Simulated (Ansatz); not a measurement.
Start from `[NH2][Al]([NH2])[OH]` and change one atom or group to get `[NH2][Al]([NH2])[O][SiH3]`.

Ansatz, PBE0-D4/def2-TZVP geometries, multiplicity 1. Each molecule was computed in one conformer, which needn't be the lowest.

| property | `[NH2][Al]([NH2])[OH]` |
| --- | --- |
| LUMO energy (ωB97M-V/def2-TZVPP) / eV | 1.55 |
| HOMO–LUMO gap (PBE/def2-TZVPP) / eV | 4.71 |
| size of the dipole moment (PBE/def2-TZVPP) / D | 1.46 |
| HOMO energy (PBE0/def2-TZVPP) / eV | -6.89 |
| LUMO energy (PBE0/def2-TZVPP) / eV | 0.08 |
| HOMO–LUMO gap (ωB97M-V/def2-TZVPP) / eV | 10.82 |

Problem. Give the same properties after the change, and the shifts. (Best estimate.)

Solution. Computed: 
| property | `[NH2][Al]([NH2])[O][SiH3]` | shift |
| --- | --- | --- |
| LUMO energy (ωB97M-V/def2-TZVPP) / eV | 1.34 | -0.21 |
| HOMO–LUMO gap (PBE/def2-TZVPP) / eV | 4.64 | -0.07 |
| size of the dipole moment (PBE/def2-TZVPP) / D | 1.90 | 0.44 |
| HOMO energy (PBE0/def2-TZVPP) / eV | -7.05 | -0.16 |
| LUMO energy (PBE0/def2-TZVPP) / eV | -0.16 | -0.24 |
| HOMO–LUMO gap (ωB97M-V/def2-TZVPP) / eV | 10.78 | -0.04 |

With PBE0 the HOMO falls by 0.16 eV and the LUMO falls by 0.24 eV, so the gap narrows by about 0.08 eV. PBE moves the HOMO by -0.18 eV and ωB97M-V by -0.16 eV. Dipoles are sizes alone; their direction can turn.
